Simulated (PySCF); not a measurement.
From a log to its input

A PySCF 2.14 run on the atoms Tl 0 0 0 (angstrom) printed this (some set-up lines and the per-cycle HOMO/LUMO lines with their warnings removed):

```
PySCF version 2.14.0

[INPUT] verbose = 4
[INPUT] num. atoms = 1
[INPUT] num. electrons = 12
[INPUT] charge = 1
[INPUT] spin (= nelec alpha-beta = 2S) = 0
[INPUT] symmetry True subgroup None
[INPUT] Mole.unit = angstrom

nuclear repulsion = 0
point group symmetry = SO3
symmetry origin: [0. 0. 0.]
symmetry axis x: [1. 0. 0.]
symmetry axis y: [0. 1. 0.]
symmetry axis z: [0. 0. 1.]
num. orbitals of irrep s+0 = 2
num. orbitals of irrep p-1 = 2
num. orbitals of irrep p+0 = 2
num. orbitals of irrep p+1 = 2
num. orbitals of irrep d-2 = 2
num. orbitals of irrep d-1 = 2
num. orbitals of irrep d+0 = 2
num. orbitals of irrep d+1 = 2
num. orbitals of irrep d+2 = 2
number of shells = 6
number of NR pGTOs = 27
number of NR cGTOs = 18
basis = lanl2dz
ecp = {'Tl': 'lanl2dz'}

******** <class 'pyscf.scf.uhf_symm.SymAdaptedUHF'> ********
method = SymAdaptedUHF
initial guess = minao
damping factor = 0
level_shift factor = 0
DIIS = <class 'pyscf.scf.diis.CDIIS'>
diis_start_cycle = 1
diis_space = 8
diis_damp = 0
SCF conv_tol = 1e-09
SCF conv_tol_grad = None
SCF max_cycles = 50
direct_scf = True
direct_scf_tol = 1e-13
number electrons alpha = 6  beta = 6
Freeze 0 electrons in irreps []
    12 free electrons in irreps s+0 p-1 p+0 p+1 d-2 d-1 d+0 d+1 d+2
Set gradient conv threshold to 3.16228e-05
init E= -40.8730502945558

cycle= 1 E= -38.7756594762615  delta_E=  2.1  |g|= 2.31  |ddm|= 4.38
cycle= 2 E= -48.3994553022391  delta_E= -9.62  |g|= 2.02  |ddm|= 3.48
cycle= 3 E= -49.6954153366199  delta_E= -1.3  |g|= 0.896  |ddm|= 0.815
cycle= 4 E= -49.9582742598016  delta_E= -0.263  |g|= 0.0201  |ddm|= 0.499
cycle= 5 E= -49.9583889859539  delta_E= -0.000115  |g|= 0.00808  |ddm|= 0.00742
cycle= 6 E= -49.9584101669672  delta_E= -2.12e-05  |g|= 6.19e-05  |ddm|= 0.00463
cycle= 7 E= -49.9584101679681  delta_E= -1e-09  |g|= 1.62e-05  |ddm|= 4.46e-05
cycle= 8 E= -49.9584101679702  delta_E= -2.11e-12  |g|= 1.59e-05  |ddm|= 1.5e-07
Extra cycle  E= -49.9584101680285  delta_E= -5.82e-11  |g|= 2.11e-06  |ddm|= 7.04e-06
converged SCF energy = -49.9584101680285  <S^2> = 1.7763568e-15  2S+1 = 1

******** <class 'pyscf.mp.ump2.UMP2'> ********
nocc = (np.int64(6), np.int64(6)), nmo = (18, 18)
E(UMP2) = -50.0447550358532  E_corr = -0.0863448678247068
E(SCS-UMP2) = -50.0470661013918  E_corr = -0.0886559333633481
E_corr(same-spin) = -0.0172591246457308
E_corr(oppo-spin) = -0.069085743178976

WARN: System has nonzero charge 1; the dipole moment is origin-dependent.
Location of origin: [0. 0. 0.]

Dipole moment(X, Y, Z, Debye):  0.00000,  0.00000,  0.00000
orbital energies (hartree): [array([-1.1132, -1.1132, -0.6719, -0.1719, -0.1719, -0.1719]), array([-1.1132, -1.1132, -0.6719, -0.1719, -0.1719, -0.1719])]
```

Q: Write the input that gave this log.

A: The input was:

```python
from pyscf import gto, scf, mp

mol = gto.M(
    atom='Tl 0 0 0',
    basis='lanl2dz',
    ecp={'Tl': 'lanl2dz'},
    charge=1,
    spin=0,
    symmetry=True,
    verbose=4,
)
mf = scf.UHF(mol)
mf.kernel()
mp.MP2(mf).kernel()
mf.dip_moment()
print('orbital energies (hartree):', [e[max(0, n-3):n+3].round(4) for e, n in zip(mf.mo_energy, mol.nelec)])
```

No search for the lowest solution was made.
